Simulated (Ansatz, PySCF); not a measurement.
Reaction (SMILES): O[Si](O)(O)O → [OH] (HO) + O[Si](O)O (the O-Si bond at the site shown breaks; other sites are not compared here)
Each molecule is optimised on its own at B3LYP-D3(BJ)/def2-TZVP (Ansatz, a quantum-chemistry and plane-wave program), one conformer each, not searched for the lowest. Frequencies are from Ansatz or PySCF.

Property: bond dissociation energy (0 K, with B3LYP-D3(BJ) harmonic zero-point energies), in eV. Correlated levels leave the core frozen unless marked. Open shells are spin-unrestricted. No spin-orbit coupling. No relativistic terms. CBS marks a two-point X^-3 extrapolation of the correlation energy; Hartree-Fock from the larger set. The bracket is a focal-point correction in the basis named.

```
level                                                                             program  bond dissociation energy (eV)
-------------------------------------------------------------------------  --------------  -----------------------------
HF/6-31G                                                                           Ansatz                           3.46
HF/6-31G*                                                                          Ansatz                           4.43
SVWN5/def2-TZVPD                                                                   Ansatz                           6.44
PBE-D3(BJ)/def2-TZVPD                                                      Ansatz + dftd3                           5.54
BLYP/def2-TZVPD                                                                    Ansatz                           5.32
B3LYP-D3(BJ)/def2-TZVPD                                                    Ansatz + dftd3                           5.55
B3LYP-D4/def2-TZVPD                                                        Ansatz + dftd4                           5.57
r2SCANh/def2-TZVPD                                                                 Ansatz                           5.53
r2SCAN0/def2-TZVPD                                                                 Ansatz                           5.52
CAM-B3LYP-D3(BJ)/def2-TZVPD                                                Ansatz + dftd3                           5.70
CAM-B3LYP/def2-TZVPD                                                               Ansatz                           5.67
wB97M-V/def2-TZVPD                                                                 Ansatz                           5.85
B2GP-PLYP/def2-TZVPD                                                               Ansatz                           5.74
RPA@PBE/cc-pV(T+d)Z                                                                Ansatz                           5.46
SCS-MP2/STO-3G                                                                     Ansatz                           4.13
SCS-MP2/cc-pV(D+d)Z                                                                Ansatz                           5.62
CCSD/aug-cc-pV(D+d)Z                                                               Ansatz                           5.38
CCSD(T)/STO-3G                                                                     Ansatz                           4.05
CCSD(T)/6-31G                                                                      Ansatz                           4.33
CCSD(T)/6-31G*                                                                     Ansatz                           5.53
RI-MP2/CBS(aug-cc-pV(T+d)Z,aug-cc-pV(Q+d)Z)+[CCSD(T)-MP2]/aug-cc-pV(T+d)Z          Ansatz                           5.94
```
